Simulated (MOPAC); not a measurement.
A run for MOPAC: PM6 on SeCl, 2S+1 = 2, a spin state set in the input, which need not be the lowest, a point of a bond scan (R = 2.128 Å).

```
PM6 1SCF PRECISE CHARGE=0 UHF MS=0.5 THREADS=1
ClSe

Cl     0.00000000 1     0.00000000 1     0.00000000 1
Se     0.00000000 1     0.00000000 1     2.12817200 1
```

Program output:

```
*******************************************************************************
 **                                                                           **
 **                              MOPAC v23.2.5                                **
 **                                                                           **
 *******************************************************************************
 ** MOPAC's Digital Object Identifier: https://doi.org/10.5281/zenodo.6511958 **
 **                                                                           **
 ** Please cite the open-source release paper for use of this MOPAC version:  **
 ** J. E. Moussa and J. J. P. Stewart (2026)                                  **
 ** MOPAC: An open-source semiempirical molecular orbital program             **
 ** J. Open Source Softw., 11(119), 8025, https://doi.org/10.21105/joss.08025 **
 *******************************************************************************

                              PM6 CALCULATION RESULTS

 *******************************************************************************
 *  PM6        - The PM6 Hamiltonian to be used
 *  UHF        - UNRESTRICTED HARTREE-FOCK CALCULATION
 *
 *
 *
 *                 CHARGE ON SYSTEM = 0
 *
 *
 *
 *  MS=        - IN MECI, MAGNETIC COMPONENT OF SPIN =  0.5
 *  PRECISE    - TIGHTER CRITERIA TO BE USED
 *  1SCF       - DO 1 SCF AND THEN STOP
 *  THREADS=1  - MULTI-THREADING NOT USED
 *  T=         - A TIME OF 172800.0 SECONDS REQUESTED
 *  DUMP=N     - RESTART FILE WRITTEN EVERY 7200.0 SECONDS REQUESTED
 *******************************************************************************
PM6 1SCF PRECISE CHARGE=0 UHF MS=0.5 THREADS=1
 ClSe

   ATOM   CHEMICAL          X               Y               Z
  NUMBER   SYMBOL      (ANGSTROMS)     (ANGSTROMS)     (ANGSTROMS)

     1      Cl          0.00000000  *   0.00000000  *   0.00000000  *
     2      Se          0.00000000  *   0.00000000  *   2.12817200  *



          CARTESIAN COORDINATES

    NO.       ATOM           X           Y           Z

     1        Cl          0.0000      0.0000      0.0000
     2        Se          0.0000      0.0000      2.1282

 General Reference for PM6:
 "Optimization of Parameters for Semiempirical Methods V: Modification of NDDO Approximations
 and Application to 70 Elements", J. J. P. Stewart, J. Mol. Mod., 13, 1173-1213 (2007)
 URL: https://link.springer.com/article/10.1007/s00894-007-0233-4

           Empirical Formula: Cl Se  =     2 atoms



      MOLECULAR POINT GROUP   :   C*v


          UHF CALCULATION, NO. OF ALPHA ELECTRONS =    7
                           NO. OF BETA  ELECTRONS =    6

 -------------------------------------------------------------------------------
 PM6 1SCF PRECISE CHARGE=0 UHF MS=0.5 THREADS=1
 ClSe



     1SCF WAS SPECIFIED, SO BFGS WAS NOT USED
     SCF FIELD WAS ACHIEVED


                              PM6 CALCULATION
                                                       MOPAC v23.2.5 Linux




          FINAL HEAT OF FORMATION =         21.36165 KCAL/MOL =      89.37714 KJ/MOL


          COSMO AREA              =         85.41 SQUARE ANGSTROMS
          COSMO VOLUME            =         69.68 CUBIC ANGSTROMS

          IONIZATION POTENTIAL    =          8.637327 EV
          ALPHA SOMO LUMO (EV)    =         -9.169 -2.016
          BETA  SOMO LUMO (EV)    =         -8.637 -2.827
          NO. OF ALPHA ELECTRONS  =          7
          NO. OF BETA  ELECTRONS  =          6
          MOLECULAR WEIGHT        =        114.4130         POINT GROUP:  C*v

          MOLECULAR DIMENSIONS (Angstroms)

            Atom       Atom       Distance
           Se     2   Cl     1     2.12817
           Se     2   Cl     1     0.00000
           Cl     1   Se     2     0.00000


          SCF CALCULATIONS        =          1





   ATOM   CHEMICAL          X               Y               Z
  NUMBER   SYMBOL      (ANGSTROMS)     (ANGSTROMS)     (ANGSTROMS)

     1      Cl          0.00000000  *   0.00000000  *   0.00000000  *
     2      Se          0.00000000  *   0.00000000  *   2.12817200  *

                             CARTESIAN COORDINATES

   1   Cl        0.000000000     0.000000000     0.000000000
   2   Se        0.000000000     0.000000000     2.128172000


           Empirical Formula: Cl Se  =     2 atoms



      MOLECULAR POINT GROUP   :   C*v


          ALPHA EIGENVALUES
 -26.62850 -23.41396 -14.54891 -12.94851 -12.53040 -10.10233  -9.16911  -2.01611
  87.32297  87.50404  87.67623  88.32172  88.33146


           BETA EIGENVALUES
 -26.39725 -20.66066 -14.21085 -12.40298 -12.05092  -8.63733  -2.82743  -1.58817
  87.29567  87.58136  87.62827  88.42511  88.42690


              NET ATOMIC CHARGES AND DIPOLE CONTRIBUTIONS

  ATOM NO.   TYPE          CHARGE      No. of ELECS.   s-Pop       p-Pop       d-Pop
    1         Cl          -0.126453        7.1265     1.99438     5.12941     0.00267
    2         Se           0.126453        5.8735     1.99535     3.87820
 DIPOLE           X         Y         Z       TOTAL
 POINT-CHG.     0.000     0.000     1.293     1.293
 HYBRID         0.000     0.000    -0.326     0.326
 SUM            0.000     0.000     0.967     0.967


          ATOMIC ORBITAL ELECTRON POPULATIONS

     Atom    s        px        py        pz      x^2-y^2     xz        z^2       yz        xy
    1 Cl   1.99438   1.99999   1.90785   1.22157   0.00000   0.00132   0.00055   0.00079   0.00000
    2 Se   1.99535   1.99869   1.09136   0.78815


                    (SZ)    =    0.500000
                    (S**2)  =    0.753046


          ATOMIC ORBITAL SPIN POPULATIONS

    Atom   Total    s     px     py     pz   x^2-y^2  xz     z^2    yz     xy
         Atomic
    1 Cl  0.0399  0.001  0.000  0.092 -0.054 -0.000 -0.000  0.000  0.000 -0.000
    2 Se  0.9601  0.000  0.000  0.907  0.052

 **********************
 *                    *
 * JOB ENDED NORMALLY *
 *                    *
 **********************




 == MOPAC DONE ==
```

The run finished.

Cost: very roughly 0.020 core-seconds.
